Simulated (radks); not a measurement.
Results of a calculation; reference values are marked as such.
The germanium anion Ge4-, [Kr], held by a Watson sphere: a shell of charge +4 at radius R that stands for the Madelung well of a crystal (potential energy -4/R inside, -4/r outside, in hartree with lengths in bohr). Level of theory: scalar-relativistic Kohn-Sham, LB94 model potential, spin-polarised, spherical densities, point nucleus (a radial shooting solver on a logarithmic mesh with Libxc functionals). Response by self-consistent Sternheimer equations with the Hartree and adiabatic LDA kernel, the relativistic mass of each level held fixed and spin-orbit coupling left out. The sphere does not respond.

R (bohr)  e(3d) (eV)  e(4s) (eV)  e(4p) (eV)  <r> 4p (bohr)  sum of <r^2> (bohr^2)  X-ray form factor at sin(theta)/lambda = 0.3 1/angstrom  alpha (bohr^3)
2.71         -35.860     -17.491     -10.025          2.816                  77.05                                                   21.951           59.41
2.75         -35.754     -17.329      -9.914          2.838                  78.01                                                   21.959           61.40
4.36         -33.390     -13.163      -6.446          3.721                  122.1                                                   22.127           216.5
4.92         -32.917     -12.451      -5.652          4.021                  140.3                                                   22.129           319.7
5.12         -32.772     -12.249      -5.407          4.126                  147.2                                                   22.129           365.0
5.14         -32.758     -12.230      -5.384          4.137                  147.9                                                   22.129           369.7
5.29         -32.656     -12.094      -5.213          4.215                  153.2                                                   22.130           407.3
